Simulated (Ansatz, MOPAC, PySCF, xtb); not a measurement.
Diatomic CuCl, closed-shell singlet (the spin of the measured ground state). No spin–orbit coupling. Cu is treated without relativity.

Seven points along R, fitted to fifth degree in 1/R; most abundant isotopes. Runs in def2 and cc sets follow the lowest solution found near the PBE0 minimum. The singlet is held restricted. HF and MP2 rows in def2 and cc sets belong to the determinant that coupled cluster picked by its CCSD energy.

The values were computed with Ansatz (a first-principles code) with Gaussian orbitals; MOPAC for PM6, PM7 (differences of heats of formation); PySCF for 3-21G rows, LANL2DZ rows, STO-3G rows; xtb for the GFN methods. 

```csv
level,r_e (Å),ω_e (cm⁻¹),B_e (cm⁻¹),α_e (cm⁻¹),D_e (eV),dipole (D)
PM6,2.057,405,0.177,0.00059,-,-
PM7,2.051,412,0.178,0.00085,-,-
GFN1-xTB,2.041,432,0.180,0.0013,-,-
GFN2-xTB,2.051,317,0.178,0.0013,-,-
HF/STO-3G,2.028,440,0.182,0.0011,-,0.30
HF/3-21G,2.097,402,0.171,0.00070,-,7.26
HF/def2-TZVPP,2.177,357,0.158,0.00085,-,-
HF/def2-QZVPP,2.177,355,0.158,0.00087,-,-
SVWN5/def2-TZVPP,2.016,437,0.185,0.0010,4.38,4.14
PBE/def2-TZVPP,2.066,403,0.176,0.0010,3.73,4.36
BP86/LANL2DZ,2.142,396,0.164,0.00096,-,5.01
r2SCAN/def2-TZVPP,2.053,414,0.178,0.0010,3.79,4.73
B3LYP/LANL2DZ,2.153,391,0.162,0.00094,-,5.46
B3LYP/def2-TZVPP,2.092,390,0.171,0.00099,3.47,4.90
PBE0/def2-TZVPP,2.076,401,0.174,0.00099,3.64,5.12
BHLYP/def2-TZVPP,2.108,387,0.169,0.00092,3.39,5.68
CAM-B3LYP/def2-TZVPP,2.077,405,0.174,0.00095,3.58,5.17
wB97X-V/def2-TZVPP,2.081,405,0.173,0.00093,3.82,5.44
wB97M-V/def2-TZVPP,2.085,401,0.173,0.00094,3.86,5.33
B2PLYP/def2-TZVPP,2.078,402,0.174,0.00097,-,-
MP2/def2-TZVPP,2.055,412,0.178,0.00096,-,-
MP2/def2-QZVPP,2.027,426,0.183,0.0012,-,-
"MP2/CBS(def2-TZVPP, def2-QZVPP)",2.007,440,0.186,0.0013,-,-
SCS-MP2/def2-TZVPP,2.081,399,0.173,0.00093,-,-
SCS-MP2/def2-QZVPP,2.055,407,0.178,0.0011,-,-
CCSD/def2-TZVPP,2.105,388,0.169,0.00089,3.52,-
CCSD/def2-QZVPP,2.082,395,0.173,0.0010,3.68,-
CCSD(T)/def2-TZVPP,2.094,392,0.171,0.00091,3.61,-
CCSD(T)/def2-QZVPP,2.069,400,0.175,0.0011,3.78,-
"CCSD(T)/CBS(def2-TZVPP, def2-QZVPP)",2.052,410,0.178,0.0011,3.88,-
```

D_e counts from each atom's lowest state at the same level, without counterpoise or zero-point energy.

Correlated levels freeze the inner cores; with def2 sets outer-core shells near the valence are correlated too. CBS: X⁻³ extrapolation of the correlation energy, Hartree–Fock from the larger set. Rows in 3-21G, LANL2DZ, STO-3G carry no dispersion term and start afresh at each structure; the Pople sets are all-electron and without relativity. LANL2DZ brings its own core potentials from Na on. The state that PM6, PM7 reach isn't checked; PM7 holds dispersion and hydrogen-bond terms.

Measured for the ground state: r_e 2.0512 Å [microwave values compiled in ACS Omega 2, 8373 (2017)]. D_0 3.779 eV [from 0 K enthalpies of formation in NIST CCCBDB].
